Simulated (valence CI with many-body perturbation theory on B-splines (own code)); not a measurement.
# In XVIII: electric-dipole lines

Calculated by configuration interaction combined with many-body perturbation theory (CI+MBPT): four valence electrons over a frozen Dirac-Fock core [Ar] 3d10, radial functions for each j: 11 s, 11 p, 10 d, 8 f, 5 g, 2 h, with the one-electron correlation potential Σ1 (screened to all orders), the two-electron term Σ2, the three-electron term Σ3, Breit, model QED; selected single and double excitations, second order for the rest, scaled by the run's own slope (own B-spline code, finite nucleus).

No measured spectrum was set against this ion. As an estimate, levels hold to about 250 cm⁻¹ or 0.2 % of their energy and the worst to 1 %, as in measured heavy ions of charge 2 to 7; those with d or f electrons hold less well. Among the levels kept, up to 470 cm⁻¹ of a level comes from second order outside the variational space, and about a tenth of that is noise between levels of different J, which matters for small intervals.

Lines 51 to 100 of 556 in falling wavelength, among levels below 202.17 eV, chosen from the strongest by gf and those to the six lowest levels. Wavelengths and rates use the calculated energies, so an error of 1000 cm⁻¹ moves a line at 26.29 nm by 0.26 % and its rate by three times that or more. Electric multipoles are in the length gauge, E1 and E2 with the static RPA response of the core. Weak lines are less certain than strong ones. Lines between different terms over intervals too small for the method are left out, as are lines whose strength nearly cancels. Where a level lies close to another of its J and parity, the split of strength between their lines is uncertain. The highest levels of a list are the least certain.

Names give the largest LS component (configuration and term), which can be under half, so a name can repeat, a term be missing and a line seem to break the LS rules; names also repeat where a configuration has a term twice. Letters in brackets count levels of one name in rising energy.

```tsv
λ vac (nm)	Upper	Lower	A (s⁻¹)	S (a.u.) with core polarisation	S without
26.29	4p⁴ ³P_2	4s4p³ ³D°_3	1.36e+10	6.08e-01	6.65e-01
26.16	4p³4d ¹F°_3 [b]	4s4p²4d ³F_4 [b]	5.94e+09	3.67e-01	4.02e-01
26.04	4s4p³ ³D°_3	4s²4p² ³P_2	3.43e+09	2.09e-01	2.29e-01
25.78	4s4p²4d ³G_5	4s²4p4d ³F°_4	8.46e+09	7.87e-01	8.64e-01
25.65	4s4p²4d ¹G_4	4s²4p4d ³F°_4	4.20e+09	3.15e-01	3.44e-01
25.57	4p³4d ³G°_5	4s4p²4d ³G_4	4.04e+09	3.66e-01	4.02e-01
25.57	4p³4d ³D°_3	4s4p²4d ³F_4 [a]	6.06e+09	3.50e-01	3.83e-01
25.52	4p³4d ⁵D°_2	4s4p²4d ³F_3 [a]	4.12e+09	1.69e-01	1.85e-01
25.40	4p³4d ³G°_4	4s4p²4d ³F_4 [a]	6.74e+09	4.90e-01	5.37e-01
25.36	4p³4d ¹F°_3 [c]	4s4p²4d ³D_3 [e]	3.55e+09	2.00e-01	2.19e-01
25.35	4p³4d ³F°_4 [b]	4s4p²4d ³D_3 [c]	3.67e+09	2.66e-01	2.92e-01
25.32	4s4p²4d ³F_3 [c]	4s²4p4d ¹D°_2	3.04e+09	1.70e-01	1.87e-01
25.23	4p³4d ⁵D°_3	4s4p²4d ⁵D_4	1.19e+10	6.60e-01	7.22e-01
25.07	4p³4d ³P°_2 [c]	4s4p²4d ³S_1	6.15e+09	2.39e-01	2.62e-01
24.91	4s4p²4d ³D_3 [c]	4s²4p4d ³P°_2 [b]	4.52e+09	2.41e-01	2.65e-01
24.91	4s4p²4d ¹D_2 [b]	4s²4p4d ¹P°_1	8.92e+09	3.40e-01	3.73e-01
24.88	4p⁴ ³P_2	4s4p³ ³D°_2	6.82e+09	2.59e-01	2.84e-01
24.85	4s4p²4d ³F_4 [b]	4s²4p4d ³D°_3	4.55e+09	3.11e-01	3.41e-01
24.79	4p³4d ³F°_2 [a]	4s4p²4d ⁵F_3 [b]	9.51e+09	3.58e-01	3.91e-01
24.79	4p³4d ⁵D°_4	4s4p²4d ⁵F_5	1.70e+10	1.15e+00	1.26e+00
24.63	4s4p²4d ³D_3 [a]	4s²4p4d ³P°_2 [a]	7.67e+09	3.96e-01	4.34e-01
24.62	4p⁴ ¹D_2	4s4p³ ¹D°_2 [a]	5.86e+09	2.16e-01	2.36e-01
24.58	4p³4d ¹D°_2 [b]	4s4p²4d ³P_2 [b]	5.65e+09	2.07e-01	2.27e-01
24.57	4s4p³ ³S°_1	4s²4p² ¹D_2	1.34e+09	2.95e-02	3.23e-02
24.52	4p³4d ¹G°_4	4s4p²4d ³G_3	2.54e+09	1.66e-01	1.83e-01
24.38	4p³4d ⁵D°_4	4s4p²4d ⁵D_4	5.55e+09	3.57e-01	3.91e-01
24.13	4p³4d ⁵D°_3	4s4p²4d ⁵F_4	4.22e+09	2.05e-01	2.24e-01
24.10	4p³4d ¹F°_3 [c]	4s4p²4d ³F_4 [c]	7.68e+09	3.71e-01	4.06e-01
24.10	4s4p²4d ³D_3 [b]	4s²4p4d ³P°_2 [a]	7.76e+09	3.75e-01	4.11e-01
24.01	4s4p²4d ³G_4	4s²4p4d ³F°_3	1.23e+10	7.54e-01	8.26e-01
23.89	4p³4d ³F°_3 [a]	4s4p²4d ³F_3 [a]	3.73e+09	1.76e-01	1.92e-01
23.84	4p³4d ³F°_3 [b]	4s4p²4d ³D_3 [b]	5.33e+09	2.50e-01	2.73e-01
23.84	4s4p³ ¹D°_2 [b]	4s²4p² ¹D_2	1.85e+10	6.18e-01	6.76e-01
23.68	4p³4d ³D°_3	4s4p²4d ³P_2 [a]	6.38e+09	2.92e-01	3.21e-01
23.59	4s4p³ ³D°_1	4s²4p² ³P_0	1.30e+10	2.53e-01	2.77e-01
23.58	4p³4d ⁵D°_1	4s4p²4d ⁵D_2	1.39e+10	2.69e-01	2.94e-01
23.48	4s4p²4d ³D_3 [c]	4s²4p4d ¹D°_2	4.30e+09	1.92e-01	2.11e-01
23.47	4s4p²4d ³F_4 [c]	4s²4p4d ³D°_3	7.27e+09	4.18e-01	4.60e-01
23.45	4s4p²4d ³G_3	4s²4p4d ³F°_2	1.35e+10	6.02e-01	6.60e-01
23.38	4s4p³ ³P°_1	4s²4p² ³P_2	7.24e+08	1.37e-02	1.49e-02
23.35	4p³4d ³P°_2 [b]	4s4p²4d ³D_3 [a]	5.37e+09	1.69e-01	1.84e-01
23.35	4p³4d ⁵D°_4	4s4p²4d ⁵F_4	6.53e+09	3.69e-01	4.04e-01
23.27	4p³4d ¹F°_3 [a]	4s4p²4d ¹G_4	5.76e+09	2.51e-01	2.74e-01
23.17	4s4p²4d ¹F_3	4s²4p4d ¹F°_3	1.95e+10	8.39e-01	9.20e-01
23.14	4s4p²4d ³F_2 [c]	4s²4p4d ³D°_1	1.01e+10	3.10e-01	3.40e-01
23.12	4p³4d ¹D°_2 [a]	4s4p²4d ³G_3	1.13e+10	3.43e-01	3.75e-01
23.03	4s4p³ ¹D°_2 [a]	4s²4p² ³P_2	2.13e+10	6.42e-01	7.01e-01
23.02	4s4p²4d ³F_2 [b]	4s²4p4d ³F°_2	1.47e+10	4.44e-01	4.85e-01
23.00	4s4p³ ³P°_0	4s²4p² ³P_1	1.64e+10	9.85e-02	1.07e-01
22.94	4s4p²4d ¹D_2 [a]	4s²4p4d ³D°_3	7.29e+09	2.17e-01	2.37e-01
```
